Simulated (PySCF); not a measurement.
# Electron correlation in Hg+ (mercury, charge +1)

[Xe] 4f14 5d10 6s1, 2S determinant. Computed with PySCF 2.14 in def2-TZVPPD with the def2 core potential (60 electrons), with scalar relativity through the core potential. Frozen: nothing; 19 electrons correlated.

```
  level  correlation energy (mhartree)
   CCSD                        -551.48
    (T)                         -15.44
CCSD(T)                        -566.92
```

Diagnostics: T1 = 0.0085, D1 = 0.0373, largest double amplitude 0.019.

Cost of the coupled-cluster step: roughly 50 core-seconds, for 19 correlated electrons.

The basis has no tight functions for the innermost shells, so their pair energies are far from complete.

This basis was not built for core-valence correlation, so the inner-shell part is incomplete.
